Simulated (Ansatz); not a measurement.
`C#[C][SnH2][O]C` + `CCS` → `C#CSCC` + `C[O][SnH3]` at 600 K and 1 bar (substitution at a C–Sn bond).

Gas-phase electronic energies from Ansatz, PBE0-D4/def2-TZVP geometries. CBS: MP2 limit from def2 TZ/QZ plus the TZ coupled-cluster correction, frozen cores. def2 core potentials past Kr. For Sn outer-core shells are correlated without core-valence functions, which leaves a few kJ/mol of doubt a bond. Each species was taken in one conformer, which may not be the lowest.

| species | CCSD(T)/CBS energy (Eh) | H − E (kJ/mol) | S (J/(mol·K)) |
| --- | --- | --- | --- |
| `C#[C][SnH2][O]C` | -406.88720 | 261.2 | 478.2 |
| `CCS` | -477.49091 | 239.8 | 348.1 |
| `C#CSCC` | -553.52540 | 284.4 | 419.2 |
| `C[O][SnH3]` | -330.83288 | 212.2 | 399.2 |

H − E and S are ideal-gas, rigid-rotor, harmonic terms from PBE0-D4/def2-TZVP, for one conformer and one mirror image of each species. 1 Eh = 2625.50 kJ/mol, R = 8.31446 J/(mol·K).

Problem. By hand: ΔE, ΔH, ΔS and ΔG.

Solution. ΔE = (-553.52540) + (-330.83288) − (-406.88720) − (-477.49091) = 0.01983 Eh = 52.1 kJ/mol. Δ(H − E) = 284.4 + 212.2 − 261.2 − 239.8 = -4.4, so ΔH = 47.7 kJ/mol. ΔS = 419.2 + 399.2 − 478.2 − 348.1 = -7.9 J/(mol·K). ΔG = 47.7 − 600 × (-7.9)/1000 = 52.4 kJ/mol.

Problem. By hand: the equilibrium constant, and the temperature at which ΔG would vanish if ΔH and ΔS stayed fixed.

Solution. log₁₀ K = −ΔG/(RT ln 10) = -4.6. ΔH and −TΔS have one sign here, so there is no such temperature.

The number of gas molecules stays the same, so ΔS is small and ΔH decides. A doubt of 5 kJ/mol in ΔE shifts log₁₀ K by 0.4 here. Other conformers and mirror images would add mixing entropy, several J/(mol·K) or more a flexible species. Modes under 60 cm⁻¹, often nearly free rotors, make the harmonic entropy too high. These are equilibria of isolated gas molecules and say nothing of rates. Largest T1 diagnostic: 0.014 (customary marks: 0.02 for closed shells, 0.045 for open ones).

ΔS is within the doubt of such terms, so its sign, and with it that verdict, could turn.
